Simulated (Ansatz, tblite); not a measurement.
Cost and result up the ladder for the cluster Zn3SeF4 (the lowest singlet isomer of a short search) (8 atoms). Total charge 0; singlet. Geometry: r2SCAN-D4/def2-SVP.

| atom | x (Å) | y (Å) | z (Å) |
| --- | --- | --- | --- |
| Zn1 | 0.165 | 0.345 | 1.914 |
| Zn2 | 0.143 | 0.633 | -1.841 |
| Zn3 | -0.990 | -1.199 | -0.086 |
| Se4 | -1.182 | 1.180 | 0.097 |
| F5 | -0.233 | -1.348 | -1.790 |
| F6 | 1.174 | 0.751 | 3.287 |
| F7 | 1.136 | 1.244 | -3.148 |
| F8 | -0.213 | -1.605 | 1.567 |

Ansatz on 4 threads of Intel Xeon 6975P-C on a shared host; xTB runs through tblite on one thread. Times are rough, summed over both states, and most runs start from the orbitals of an earlier one. PBE0-D4/def2-TZVP serves as the yardstick here, not as an exact answer. The other state is a doublet.

The xTB rows come from tblite. HOMO above LUMO, or a gap near zero within one spin, warns that the state may not be the lowest or that an electron is smeared out. The structure comes from a short search, and lower isomers may exist.

Raw xTB energies of ions are shifted by several eV.

```csv
level,functions,wall time,vertical IE (eV),difference from PBE0-D4/def2-TZVP (eV),remarks
GFN1-xTB,37,0.013 s,14.77,3.93,–
GFN2-xTB,37,0.016 s,15.93,5.09,–
PBE-D4/def2-TZVP,316,10 s,10.26,-0.57,gap within one spin near zero (+1 doublet)
revPBE-D4/def2-TZVP,316,10 s,10.17,-0.67,gap within one spin near zero (+1 doublet)
PBE0-D4/def2-TZVP (with forces),316,36 s,10.83,0.00,–
```
